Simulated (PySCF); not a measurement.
C2H8Si3.
Numbering: `[CH:1]#[C:2][SiH2:3][SiH2:4][SiH3:5]` (hydrogens: H6 on C1; H7, H8 on Si3; H9, H10 on Si4; H11, H12, H13 on Si5)

The same species was optimised twice, with GFN2-xTB and with PBE0-D3(BJ)/def2-SVP (PySCF), and the same property calculations (PySCF, gas phase) were run on both structures.

```tsv
coordinate	GFN2-xTB	PBE0-D3(BJ)/def2-SVP	change
Si4–Si5 (Å)	2.312	2.345	+0.033
Si5–H13 (Å)	1.465	1.495	+0.030
Si5–H11 (Å)	1.464	1.494	+0.030
Si5–H12 (Å)	1.466	1.496	+0.030
Si3–Si4 (Å)	2.322	2.345	+0.023
Si4–H10 (Å)	1.474	1.497	+0.023
Si3–H7 (Å)	1.470	1.494	+0.024
Si3–H8 (Å)	1.471	1.495	+0.024
C1–H6 (Å)	1.053	1.076	+0.023
Si4–H9 (Å)	1.475	1.498	+0.023
C2–Si3 (Å)	1.851	1.835	-0.016
C1≡C2 (Å)	1.203	1.217	+0.014
Si3–Si4–Si5 (°)	116.1	108.0	-8.1
H9–Si4–H10 (°)	103.0	108.8	+5.8
C2–Si3–H7 (°)	105.3	109.5	+4.2
Si4–Si3–H7 (°)	116.2	112.7	-3.5
C2–Si3–H8 (°)	105.9	109.0	+3.1
Si4–Si3–H8 (°)	113.1	109.9	-3.2
Si4–Si5–H13 (°)	114.2	111.3	-2.9
H12–Si5–H13 (°)	106.2	108.8	+2.6
C2–Si3–Si4–Si5 (°)	58	55	-3
```

Rotational constants: A = 3274, B = 1239, C = 983.8 MHz (GFN2-xTB) against A = 2982, B = 1381, C = 1050 MHz (PBE0-D3(BJ)/def2-SVP). Point groups within 0.08 Å: C1 and C1.

On the GFN2-xTB structure: isotropic polarisability (au) 110.2 [PBE0/def2-SVPD]; HOMO (eV) -7.95 [PBE0/def2-SVPD]; LUMO (eV) -0.61 [PBE0/def2-SVPD]; dipole (D) 0.29 [PBE0/def2-SVPD]; HOMO (eV) -7.98 [PBE0/pcSseg-1]; LUMO (eV) -0.57 [PBE0/pcSseg-1]; dipole (D) 0.29 [PBE0/pcSseg-1]; GIAO shielding of C1 (ppm) 80.1 [PBE0/pcSseg-1]; GIAO shielding of C2 (ppm) 103.0 [PBE0/pcSseg-1]; GIAO shielding of Si3 (ppm) 446.6 [PBE0/pcSseg-1]; GIAO shielding of Si4 (ppm) 477.3 [PBE0/pcSseg-1]; GIAO shielding of Si5 (ppm) 466.2 [PBE0/pcSseg-1].

**Question.** What do these properties become on the PBE0-D3(BJ)/def2-SVP structure?

**Answer.** 
| property | level | on GFN2-xTB | on PBE0-D3(BJ)/def2-SVP | change |
| --- | --- | --- | --- | --- |
| isotropic polarisability (au) | PBE0/def2-SVPD | 110.2 | 112.8 | +2.6 |
| HOMO (eV) | PBE0/def2-SVPD | -7.95 | -7.75 | +0.20 |
| LUMO (eV) | PBE0/def2-SVPD | -0.61 | -0.45 | +0.16 |
| dipole (D) | PBE0/def2-SVPD | 0.29 | 0.39 | +0.10 |
| energy, GFN2-xTB geometry as zero (kcal/mol) | PBE0/def2-SVPD | 0.0 | -3.2 | -3.2 |
| HOMO (eV) | PBE0/pcSseg-1 | -7.98 | -7.80 | +0.18 |
| LUMO (eV) | PBE0/pcSseg-1 | -0.57 | -0.40 | +0.17 |
| dipole (D) | PBE0/pcSseg-1 | 0.29 | 0.41 | +0.12 |
| energy, GFN2-xTB geometry as zero (kcal/mol) | PBE0/pcSseg-1 | 0.0 | -2.4 | -2.4 |
| GIAO shielding of C1 (ppm) | PBE0/pcSseg-1 | 80.1 | 75.7 | -4.4 |
| GIAO shielding of C2 (ppm) | PBE0/pcSseg-1 | 103.0 | 102.6 | -0.4 |
| GIAO shielding of Si3 (ppm) | PBE0/pcSseg-1 | 446.6 | 445.0 | -1.6 |
| GIAO shielding of Si4 (ppm) | PBE0/pcSseg-1 | 477.3 | 465.8 | -11.5 |
| GIAO shielding of Si5 (ppm) | PBE0/pcSseg-1 | 466.2 | 458.4 | -7.8 |

The heavy atoms differ by 0.136 Å rms after alignment. Among all bonds Si4–Si5 changes most (+0.033 Å). Changes are differences of the printed values. Neither structure is proved a minimum here.

The values belong to the conformer `[CH:1]#[C:2][SiH2:3][SiH2:4][SiH3:5]`: C2–Si3–Si4–Si5 55°.
